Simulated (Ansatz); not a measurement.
Stretching the I1–I2 bond in I2 (multiplicity 1 held). Energies count from the point at 2.695 Å.


Signs of static correlation in def2-TZVPP, with CASSCF(14,8), from Ansatz (an electronic-structure program) runs.

```
R (Å)   T1 of restricted CCSD  ⟨S²⟩ of UHF  largest double amplitude of restricted CCSD  weight of the CASSCF reference in MRCISD               CASSCF natural occupations
------  ---------------------  -----------  -------------------------------------------  ----------------------------------------  ---------------------------------------
2.156                   0.007        0.000                                        0.039                                     0.894  2.00 2.00 2.00 2.00 2.00 2.00 1.99 0.02
2.425                   0.008        0.000                                        0.071                                     0.892  2.00 2.00 2.00 2.00 2.00 2.00 1.97 0.03
2.695                   0.009        0.000                                        0.112                                     0.891  2.00 2.00 2.00 2.00 2.00 2.00 1.94 0.06
2.964                   0.010        0.339                                        0.163                                     0.890  2.00 2.00 2.00 2.00 2.00 2.00 1.89 0.12
3.234                   0.012            ?                                        0.226                                     0.890  2.00 2.00 2.00 2.00 2.00 2.00 1.80 0.21
3.638                   0.015        0.923                                            ?                                     0.890  2.00 2.00 2.00 2.00 2.00 2.00 1.59 0.42
4.042                   0.018        1.005                                        0.456                                     0.891  2.00 2.00 2.00 2.00 2.00 2.00 1.38 0.63
4.716                   0.022        1.019                                        0.612                                     0.892  2.00 2.00 2.00 2.00 2.00 2.00 1.09 0.91
5.390                   0.023        1.020                                        0.697                                     0.892  2.00 2.00 2.00 2.00 2.00 2.00 1.00 1.00
6.198                   0.022        1.020                                        0.742                                     0.892  2.00 2.00 2.00 2.00 2.00 2.00 1.00 1.00
7.276                   0.020        1.020                                        0.765                                     0.892  2.00 2.00 2.00 2.00 2.00 2.00 1.00 1.00
8.623                   0.020        1.020                                        0.777                                     0.892  2.00 2.00 2.00 2.00 2.00 2.00 1.00 1.00
10.779                  0.020        1.020                                        0.786                                     0.892  2.00 2.00 2.00 2.00 2.00 2.00 1.00 1.00
```

Problem. Complete the blanks.

Solution. 
- 3.234, ⟨S²⟩ of UHF: 0.711
- 3.638, largest double amplitude of restricted CCSD: 0.338

Doubts at one or more of the structures used: a restricted determinant that unrestricted orbitals would lower (R-CCSD(T)/def2-TZVPP); other coupled-cluster roots lie near (R-CCSD(T)/def2-TZVPP); a spin-contaminated determinant (U-CCSD(T)/def2-TZVPP); T1 above 0.05 (U-CCSD(T)/def2-TZVPP); the program's own flag: other amplitudes (U-CCSD(T)/def2-TZVPP).
